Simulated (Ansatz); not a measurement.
Zr2Si2: single points at one geometry.

```yaml
crystal:
  periodic: [false, false, false]
  atoms:
    - {symbol: Zr, position_ang: [-0.045234, 1.488546, -0.638091]}
    - {symbol: Zr, position_ang: [0.081353, -1.307901, -0.952774]}
    - {symbol: Si, position_ang: [1.313638, -0.034165, 0.832046]}
    - {symbol: Si, position_ang: [-1.349747, -0.146479, 0.758819]}
basis:
  gaussian: {orbitals: def2-TZVP, initial_orbitals: start.molden}
hamiltonian: {xc: {text: "exchange = 0.65*pbe_x + 0.35*exact_x\ncorrelation = pbe_c"}}
scf: {omitted_lower_state_checks: [starts]}
output: {orbitals: {seedname: orbitals}}
```

The file start.molden holds the orbitals of an earlier run on this structure, at another level or in another basis.

```sh
$ ansatz run in.yaml --threads 2 --pin off --events-out ev --progress --plain --max-ram 4352MiB
```

Output, abridged:

```
Functional definition: unnamed
1380 factors; their error is unknown
mean field evaluation 1: about -18304.8724 eV, gradient 3.8e0 eV
mean field evaluation 2: about -18304.8935 eV, gradient 4.6e-2 eV
mean field evaluation 4: about -18305.0416 eV, gradient 2.8e-4 eV
mean field -18305.04164745 eV, -672.6978729411 hartree, gradient 1.9e-5 eV, S^2 0.000000; 0 other end points of the search recorded, 0 dependent functions left out
reference -18305.04167270 eV, -672.6978738689 hartree; 26, 26 occupied and 128, 128 virtual orbitals, 1380 factors
Total energy: -18305.04167270 eV, -672.6978738689 hartree
Checks for a lower state left out: starts
```

Hardware: 2 threads of Arm Neoverse V1 on a shared host. Wall time 5.5 s.

First input, but with `hamiltonian: {xc: {name: BHLYP}, dispersion: d4}` (abridged; 8.5 s):

```
Functional definition: BHLYP
mean field -18306.10347617 eV, -672.7368944265 hartree, gradient 2.6e-5 eV, S^2 0.000000
Total energy: -18306.59292769 eV, -672.7548814381 hartree
Checks for a lower state left out: starts
```

As the first input, with `gaussian: {orbitals: def2-TZVPD, initial_orbitals: start.molden}`, `hamiltonian: {xc: r2scan, dispersion: d4}` (abridged; 9.5 s):

```
Functional definition: r2SCAN
mean field -18312.46115229 eV, -672.9705347148 hartree, gradient 1.8e-5 eV, S^2 0.000000
Total energy: -18312.49869007 eV, -672.9719142025 hartree
Checks for a lower state left out: starts
```

First input, but with `hamiltonian: {xc: {text: "exchange = 0.90*pbe_x + 0.10*exact_x\ncorrelation = pbe_c"}}` (abridged; 4.7 s):

```
Functional definition: unnamed
mean field -18305.88185532 eV, -672.7287500105 hartree, gradient 1.8e-5 eV, S^2 0.000000
Total energy: -18305.88188980 eV, -672.7287512777 hartree
Checks for a lower state left out: starts
```

As the first input, with `hamiltonian: {xc: pbe}`, `correlation: {method: rpa}` and without the key `output` (abridged; 19 s):

```
Functional definition: PBE
mean field -18306.29141181 eV, -672.7438009342 hartree, gradient 3.5e-6 eV, S^2 0.000000; unrestricted orbitals would lower it
mean field evaluation 16: about -18248.7699 eV, gradient 2.5e1 eV
mean field evaluation 32: about -18252.0801 eV, gradient 2.0e-2 eV
10 core orbitals not correlated: weight in the atoms' cores, before any rotation towards them, 1.000 or more for the frozen orbitals, at most 0.000 for the correlated occupied ones
Total energy: -18285.24967991 eV, -671.9705315493 hartree
Checks for a lower state left out: starts
```

First input, but with `gaussian: {orbitals: def2-SVP, initial_orbitals: start.molden}`, `hamiltonian: {xc: pbe, dispersion: d4}` (abridged; 2.4 s):

```
Functional definition: PBE
mean field -18300.17356267 eV, -672.5189741249 hartree, gradient 1.7e-5 eV, S^2 0.000000
Total energy: -18300.40130583 eV, -672.5273435316 hartree
Checks for a lower state left out: starts
```

As the first input, with `gaussian: {orbitals: def2-TZVPP, initial_orbitals: start.molden}`, `correlation: {method: ccsd_t}` and without the key `hamiltonian` (abridged; 3.1 min):

```
Functional definition: HF
mean field evaluation 16: about -18247.2420 eV, gradient 1.4e1 eV
mean field evaluation 32: about -18241.6605 eV, gradient 2.4e1 eV
mean field evaluation 64: about -18248.6876 eV, gradient 7.4e-1 eV
mean field evaluation 96: about -18249.8915 eV, gradient 6.1e-1 eV
mean field evaluation 128: about -18248.5455 eV, gradient 3.3e-3 eV
mean field -18251.01042472 eV, -670.7122621294 hartree, gradient 2.0e-6 eV, S^2 0.000000; 3 other end points of the search recorded, 0 dependent functions left out; unrestricted orbitals would lower it
determinant -18251.01042472 eV, -670.7122621294 hartree, with singles and doubles -18277.09558638 eV, -671.6708741392 hartree
determinant -18249.88127238 eV, -670.6707665462 hartree, with singles and doubles -18275.40365513 eV, -671.6086968126 hartree
determinant -18249.81787521 eV, -670.6684367432 hartree, with singles and doubles -18275.75776157 eV, -671.6217099840 hartree
determinant -18248.69799392 eV, -670.6272818646 hartree, with singles and doubles -18275.04656638 eV, -671.5955740431 hartree
10 core orbitals not correlated: weight in the atoms' cores, before any rotation towards them, 1.000 or more for the frozen orbitals, at most 0.000 for the correlated occupied ones
second order -28.56241123 eV of doubles, -0.00000000 eV of singles
cycle   1  -25.86823068 eV  change   -6.0e-1 eV  update   4.4e-2
[...]
cycle   8  -25.98842705 eV  change   -1.3e-3 eV  update   2.9e-3
cycle   9  -25.98822336 eV  change    2.0e-4 eV  update   2.1e-3
cycle  10  -25.98705544 eV  change    1.2e-3 eV  update   1.5e-3
cycle  11  -25.98696136 eV  change    9.4e-5 eV  update   9.8e-4
cycle  12  -25.98777269 eV  change   -8.1e-4 eV  update   5.6e-4
cycle  13  -25.98716652 eV  change    6.1e-4 eV  update   3.7e-4
cycle  14  -25.98758387 eV  change   -4.2e-4 eV  update   2.3e-4
cycle  15  -25.98718665 eV  change    4.0e-4 eV  update   1.7e-4
cycle  16  -25.98723743 eV  change   -5.1e-5 eV  update   9.9e-5
cycle  17  -25.98722418 eV  change    1.3e-5 eV  update   5.7e-5
cycle  18  -25.98728093 eV  change   -5.7e-5 eV  update   3.1e-5
cycle  19  -25.98728569 eV  change   -4.8e-6 eV  update   2.0e-5
perturbative correction -2.75231633 eV, -0.1011457596 hartree
Total energy: -18279.75002674 eV, -671.7684230233 hartree
Checks for a lower state left out: starts
```

Geometry: B3LYP-D4/def2-SVP.

In the def2 sets Zr takes a core potential; there is no spin–orbit coupling. Correlated methods freeze 10 core orbitals; core or outer-core shells of Zr are correlated, in sets that lack core-valence functions. The restricted singlet is unstable towards broken spin symmetry at other levels; at PBE with 35 % exact exchange/def2-TZVP, BHLYP-D4/def2-TZVP, r2SCAN-D4/def2-TZVPD, PBE with 10 % exact exchange/def2-TZVP and others this wasn't settled. At RPA@PBE/def2-TZVP, CCSD(T)/def2-TZVPP the restricted singlet (for correlated methods, its reference) is unstable: a solution with broken spin symmetry lies lower. At CCSD(T)/def2-TZVPP T1 of the charge 0 singlet is large (up to 0.060), so the single-reference result is doubtful. The order of the spin states hangs on the level: the quintet lies 0.08 eV below the singlet at PBE0-D4/def2-TZVP, but 0.12 eV above it at PBE with 10 % exact exchange/def2-TZVP. The structure comes from a short search, and lower isomers may exist.
